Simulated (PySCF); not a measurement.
F5Mo, doublet, geometry from GFN2-xTB (such geometries of metal compounds can be far from the true shape) (the multiplicity is a formal guess) (core potentials on Mo); PySCF with HF/def2-SVP.

Here is a job for PySCF.
```python
from pyscf import gto, scf

mol = gto.M(
    atom='''
Mo    0.026336   -0.021561    0.090421
F     0.498854   -0.408411    1.712759
F    -1.409849    0.596512   -0.900245
F     0.974785    1.409673    0.286742
F     0.668439    0.010479   -1.645303
F    -0.855130   -1.507635    0.124081
''',
    basis='def2-svp',
    ecp={'Mo': 'def2-svp'},
    charge=0,
    spin=1,
    verbose=4,
)

mf = scf.UHF(mol)
mf.kernel()
```

### Question
What does PySCF print? Leave out banner, timings and long lists.

### Answer

```
PySCF version 2.14.0

[INPUT] verbose = 4
[INPUT] num. atoms = 6
[INPUT] num. electrons = 59
[INPUT] charge = 0
[INPUT] spin (= nelec alpha-beta = 2S) = 1
[INPUT] symmetry False subgroup None
[INPUT] Mole.unit = angstrom
[INPUT] Symbol           X                Y                Z      unit          X                Y                Z       unit  Magmom
[INPUT]  1 Mo     0.026336000000  -0.021561000000   0.090421000000 AA    0.049767827217  -0.040744384972   0.170870925909 Bohr   0.0
[INPUT]  2 F      0.498854000000  -0.408411000000   1.712759000000 AA    0.942697436144  -0.771784936260   3.236645427384 Bohr   0.0
[INPUT]  3 F     -1.409849000000   0.596512000000  -0.900245000000 AA   -2.664228486992   1.127244310017  -1.701216495009 Bohr   0.0
[INPUT]  4 F      0.974785000000   1.409673000000   0.286742000000 AA    1.842076680334   2.663895895194   0.541863848410 Bohr   0.0
[INPUT]  5 F      0.668439000000   0.010479000000  -1.645303000000 AA    1.263166640978   0.019802440059  -3.109172061925 Bohr   0.0
[INPUT]  6 F     -0.855130000000  -1.507635000000   0.124081000000 AA   -1.615961500899  -2.849017245809   0.234479107262 Bohr   0.0

nuclear repulsion = 346.935168532132
number of shells = 41
number of NR pGTOs = 177
number of NR cGTOs = 101
basis = def2-svp
ecp = {'Mo': 'def2-svp'}

******** <class 'pyscf.scf.uhf.UHF'> ********
method = UHF
initial guess = minao
damping factor = 0
level_shift factor = 0
DIIS = <class 'pyscf.scf.diis.CDIIS'>
diis_start_cycle = 1
diis_space = 8
diis_damp = 0
SCF conv_tol = 1e-09
SCF conv_tol_grad = None
SCF max_cycles = 50
direct_scf = True
direct_scf_tol = 1e-13
number electrons alpha = 30  beta = 29
Set gradient conv threshold to 3.16228e-05
init E= -555.985490693842

cycle= 1 E= -564.039438896295  delta_E= -8.05  |g|= 1.01  |ddm|= 2.38
cycle= 2 E= -564.047961777308  delta_E= -0.00852  |g|= 0.929  |ddm|= 1.36
cycle= 3 E= -564.358939439044  delta_E= -0.311  |g|= 0.0954  |ddm|= 0.671
cycle= 4 E= -564.362835138664  delta_E= -0.0039  |g|= 0.0265  |ddm|= 0.113
cycle= 5 E= -564.363202219125  delta_E= -0.000367  |g|= 0.0101  |ddm|= 0.0278
cycle= 6 E= -564.363325943745  delta_E= -0.000124  |g|= 0.00381  |ddm|= 0.0204
cycle= 7 E= -564.363370464339  delta_E= -4.45e-05  |g|= 0.00289  |ddm|= 0.0126
cycle= 8 E= -564.363410601398  delta_E= -4.01e-05  |g|= 0.0026  |ddm|= 0.0132
cycle= 9 E= -564.363450851916  delta_E= -4.03e-05  |g|= 0.00239  |ddm|= 0.0145
cycle= 10 E= -564.363515892745  delta_E= -6.5e-05  |g|= 0.00217  |ddm|= 0.0258
cycle= 11 E= -564.363622307994  delta_E= -0.000106  |g|= 0.00176  |ddm|= 0.0507
cycle= 12 E= -564.363734442613  delta_E= -0.000112  |g|= 0.00106  |ddm|= 0.0812
cycle= 13 E= -564.363761896173  delta_E= -2.75e-05  |g|= 0.000675  |ddm|= 0.0387
cycle= 14 E= -564.363771151782  delta_E= -9.26e-06  |g|= 0.000274  |ddm|= 0.0292
cycle= 15 E= -564.363772001118  delta_E= -8.49e-07  |g|= 0.000114  |ddm|= 0.0101
cycle= 16 E= -564.363772030793  delta_E= -2.97e-08  |g|= 5.75e-05  |ddm|= 0.0011
cycle= 17 E= -564.363772036708  delta_E= -5.91e-09  |g|= 2.55e-05  |ddm|= 0.000603
cycle= 18 E= -564.363772037713  delta_E= -1.01e-09  |g|= 1.29e-05  |ddm|= 0.000103
cycle= 19 E= -564.363772037902  delta_E= -1.88e-10  |g|= 6.19e-06  |ddm|= 2.46e-05
Extra cycle  E= -564.363772037939  delta_E= -3.74e-11  |g|= 3.7e-06  |ddm|= 8.09e-06
converged SCF energy = -564.363772037939  <S^2> = 0.75433636  2S+1 = 2.0043317
```
